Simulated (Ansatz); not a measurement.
`C[Si](C)(C)O` + H–F → `C[Si](C)(C)F` + H₂O at 700 K and 1 bar (ligand exchange at the Si–O bond).

Program: Ansatz. Geometries: PBE0-D4/def2-TZVP. ΔE: electronic, gas phase. CCSD(T)/CBS adds triple-zeta CCSD(T) − MP2 to the extrapolated MP2 energy (def2 sets, frozen cores). This one scheme is used for every species. Each species was taken in one conformer, which may not be the lowest.

| species | CCSD(T)/CBS energy (Eh) | H − E (kJ/mol) | S (J/(mol·K)) |
| --- | --- | --- | --- |
| `C[Si](C)(C)O` | -484.52812 | 428.5 | 526.5 |
| H–F | -100.39570 | 45.2 | 198.5 |
| `C[Si](C)(C)F` | -508.56386 | 392.2 | 496.8 |
| H₂O | -76.37941 | 80.5 | 218.4 |

H − E and S are ideal-gas, rigid-rotor, harmonic terms from PBE0-D4/def2-TZVP, for one conformer and one mirror image of each species. 1 Eh = 2625.50 kJ/mol, R = 8.31446 J/(mol·K).

Problem. By hand: ΔE, ΔH, ΔS and ΔG.

Solution. ΔE = (-508.56386) + (-76.37941) − (-484.52812) − (-100.39570) = -0.01945 Eh = -51.1 kJ/mol. Δ(H − E) = 392.2 + 80.5 − 428.5 − 45.2 = -1.0, so ΔH = -52.1 kJ/mol. ΔS = 496.8 + 218.4 − 526.5 − 198.5 = -9.8 J/(mol·K). ΔG = -52.1 − 700 × (-9.8)/1000 = -45.2 kJ/mol.

Problem. By hand: the equilibrium constant, and the temperature at which ΔG would vanish if ΔH and ΔS stayed fixed.

Solution. log₁₀ K = −ΔG/(RT ln 10) = 3.4. ΔG = 0 at ΔH/ΔS = 5316 K, far beyond where these terms or the molecules hold.

The number of gas molecules stays the same, so ΔS is small and ΔH decides. A doubt of 5 kJ/mol in ΔE shifts log₁₀ K by 0.4 here. Other conformers and mirror images would add mixing entropy, several J/(mol·K) or more a flexible species. These are equilibria of isolated gas molecules and say nothing of rates. Largest T1 diagnostic: 0.010 (customary marks: 0.02 for closed shells, 0.045 for open ones).
